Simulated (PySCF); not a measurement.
Precursor series Ti F-OH. Gas-phase values, no solvent. One relaxed conformer stands for each flexible species; it need not be the lowest. All members: neutral, multiplicity 1. Level: TPSSh-D3(BJ)/def2-TZVP // BP86-D3(BJ)/def2-SVP (PySCF), beside PBE-D3(BJ)/def2-TZVP // BP86-D3(BJ)/def2-SVP (PySCF) at the same geometries. 

```tsv
species	HOMO–LUMO gap, PBE (eV)	HOMO–LUMO gap, TPSSh-D3(BJ) (eV)
[Ti(OH)4]	5.07	withheld
[Ti(F)(OH)3]	5.28	6.49
[Ti(F)2(OH)2]	5.33	6.53
[Ti(F)3(OH)]	5.43	6.63
[Ti(F)4]	6.33	7.65
```

### Question
Fit y = a + b·x, y being the HOMO–LUMO gap at the first level, to the 4 complete rows by least squares, with x = the PBE value in eV. Give a, b and the rms residual, and predict the withheld value.

### Answer
Means of the 4 rows: x̄ = 5.5925, ȳ = 6.825 eV. Σ(x − x̄)² = 0.73687 and Σ(x − x̄)(y − ȳ) = 0.82225, so b = 1.116 and a = ȳ − b·x̄ = 0.584 eV. The rms residual is 0.010 eV. At x = 5.07 the line gives 6.24 eV, outside the range of the fitted rows. The run for [Ti(OH)4] gave 6.26 eV, so the line is off by 0.02 eV, within twice the rms residual.

Codes: PySCF.
